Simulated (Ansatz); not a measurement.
Reaction (redistribution): `C=N[SiH](S)S` + `[SiH3]SCS` → `S[SiH](S)S` + `C=NCS[SiH3]`

Computed with Ansatz on PBE0-D4/def2-TZVP structures; ΔE is electronic, products minus reactants. CCSD(T)/CBS is the MP2 limit (def2-TZVPP, def2-QZVPP) plus CCSD(T) − MP2 in def2-TZVPP, frozen cores. This one scheme is used for every species. DFT in def2-TZVPP. B3LYP here is the variant with VWN-RPA as its local correlation; programs differ in this. Each species was taken in one conformer, which may not be the lowest.

```
             level  ΔE (kJ/mol)  difference from CCSD(T)/CBS
         r2SCAN-D4        -26.7                         -2.9
          B3LYP-D4        -22.4                          1.4
           ωB97X-V        -24.7                         -0.9
           ωB97M-V        -23.2                          0.6
            B2PLYP        -22.7                          1.1
               PBE        -28.9                         -5.1
            r2SCAN        -26.7                         -2.9
              PBE0        -29.4                         -5.6
    MP2/def2-TZVPP        -25.0                         -1.2
SCS-MP2/def2-TZVPP        -23.0                          0.8
   CCSD/def2-TZVPP        -24.5                         -0.7
CCSD(T)/def2-TZVPP        -25.1                         -1.3
     HF/def2-QZVPP        -19.6                          4.2
    MP2/def2-QZVPP        -23.9                         -0.1
SCS-MP2/def2-QZVPP        -22.0                          1.8
     MP2/CBS(def2)        -23.7                          0.1
       CCSD(T)/CBS        -23.8                            0
```

Largest T1 diagnostic among the species: 0.013.

In def2-TZVPP, CCSD(T) changes the Hartree–Fock value by −4.6 kJ/mol (the triples alone add −0.6 kJ/mol) and MP2 by −4.5 kJ/mol.
